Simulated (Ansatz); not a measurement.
Reaction (formal exchange of groups at the Si–C bond): `BBC[SiH3]` + `CNC(N)=O` → `NC(=O)N[SiH3]` + `BBCC`

Gas-phase electronic energies from Ansatz, PBE0-D4/def2-TZVP geometries. CCSD(T)/CBS adds triple-zeta CCSD(T) − MP2 to the extrapolated MP2 energy (def2 sets, frozen cores). Functionals use def2-TZVPP. B3LYP here is the variant with VWN-RPA as its local correlation; programs differ in this. Each species was taken in one conformer, which may not be the lowest.

```tsv
level	ΔE (kJ/mol)	difference from CCSD(T)/CBS
PBE0-D4	-51.6	7.5
B3LYP-D4	-57.2	1.9
ωB97X-V	-56.8	2.3
ωB97M-V	-57.7	1.4
B2PLYP	-58.6	0.5
PBE	-48.6	10.5
r2SCAN	-55.2	3.9
PBE0	-51.6	7.5
B3LYP	-56.9	2.2
MP2/def2-TZVPP	-59.5	-0.4
SCS-MP2/def2-TZVPP	-61.1	-2.0
CCSD/def2-TZVPP	-59.7	-0.6
MP2/def2-QZVPP	-60.5	-1.4
SCS-MP2/def2-QZVPP	-62.2	-3.1
MP2/CBS(def2)	-60.9	-1.8
CCSD/CBS(def2)	-61.0	-1.9
CCSD(T)/CBS	-59.1	0
```

Largest T1 diagnostic among the species: 0.014.

In def2-TZVPP, CCSD(T) changes the Hartree–Fock value by +9.6 kJ/mol (the triples alone add +1.9 kJ/mol) and MP2 by +7.9 kJ/mol.
